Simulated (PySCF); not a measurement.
The complex [CrCl4]2- (charge -2) contains Cr(II), shell d4. The structure is a PBE0-D3(BJ)/def2-TZVP, IEF-PCM water geometry optimised for multiplicity 5; coordination distorted square planar, point group D2d, metal–donor distances 2.36 Å.

Method (PySCF 2.14, density fitting): CASSCF(4,5) with orbitals averaged over all microstates of the shell, strongly contracted NEVPT2 on the averaged canonical orbitals; basis x2c-TZVPall on the metal, x2c-SVPall elsewhere; spin-free X2C; IEF-PCM water; spin-orbit coupling by state interaction with the mean-field operator over all roots.

CASSCF energies above the lowest CASSCF root:

```csv
state,CASSCF / cm⁻¹
5B2,0
5B1,7762
5E,8810
5A1,10721
3E,19435
3B2,19571
3A2,20032
3A1,22190
3E,22238
3A2,23828
3E,24074
3B2,24169
3A2,25614
3E,26094
3B1,26317
1A1,27283
3B1,27594
1E,27710
3E,27860
1B2,28170
3A2,28229
1A1,29987
```

**Question.** How does dynamic correlation (SC-NEVPT2) move these states?

**Answer.** 
```csv
state,NEVPT2 / cm⁻¹,shift / cm⁻¹
5B2,0,0
5B1,9279,+1518
5E,10035,+1225
5A1,12626,+1904
3E,17850,-1585
3B2,18318,-1253
3A2,18902,-1130
3A1,20635,-1555
3E,20584,-1654
3A2,21580,-2248
3E,21919,-2156
3B2,21734,-2434
3A2,25096,-518
3E,26066,-28
3B1,25974,-343
1A1,24786,-2498
3B1,26442,-1152
1E,25695,-2015
3E,26864,-996
1B2,26591,-1580
3A2,27337,-892
1A1,26429,-3558
```

No frequencies were computed for the optimised geometry. NEVPT2 lifts 5B1 from 7762 to 9279 cm⁻¹; on the d shell alone such lifts tend to overshoot. Gaps between spin states lean to high spin in this active space.
